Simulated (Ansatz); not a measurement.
`[NH2][Al]([Br])[Br]` and `[NH2][In]([Br])[Br]` differ in one element.

Ansatz, PBE0-D4/def2-TZVP geometries, multiplicity 1. Each molecule was computed in one conformer, which needn't be the lowest.

Elements past krypton have def2 core potentials. Scalar relativity is left out up to krypton.

| property | `[NH2][Al]([Br])[Br]` |
| --- | --- |
| zero-point energy (PBE0-D4/def2-TZVP) / kJ/mol | 74.5 |
| HOMO energy (B3LYP/def2-TZVPP) / eV | -7.74 |
| HOMO–LUMO gap (B3LYP/def2-TZVPP) / eV | 6.67 |
| HOMO–LUMO gap (ωB97M-V/def2-TZVPP) / eV | 11.23 |
| LUMO energy (PBE/def2-TZVPP) / eV | -1.64 |
| HOMO energy (PBE0/def2-TZVPP) / eV | -8.00 |

Problem. Give the same properties after the change, and the shifts. (Estimate.)

Solution. Ansatz gave: 
| property | `[NH2][In]([Br])[Br]` | shift |
| --- | --- | --- |
| zero-point energy (PBE0-D4/def2-TZVP) / kJ/mol | 70.0 | -4.5 |
| HOMO energy (B3LYP/def2-TZVPP) / eV | -7.71 | 0.03 |
| HOMO–LUMO gap (B3LYP/def2-TZVPP) / eV | 5.23 | -1.44 |
| HOMO–LUMO gap (ωB97M-V/def2-TZVPP) / eV | 9.95 | -1.28 |
| LUMO energy (PBE/def2-TZVPP) / eV | -3.01 | -1.37 |
| HOMO energy (PBE0/def2-TZVPP) / eV | -7.95 | 0.05 |

With PBE0 the HOMO rises by 0.05 eV and the LUMO falls by 1.36 eV, so the gap narrows by about 1.41 eV. PBE moves the HOMO by -0.02 eV and ωB97M-V by 0.11 eV.

B3LYP here is the variant with VWN-RPA as its local correlation; programs differ in this.

Spin–orbit coupling is left out; it splits and shifts lone-pair levels of the heavy atoms by tenths of an eV.
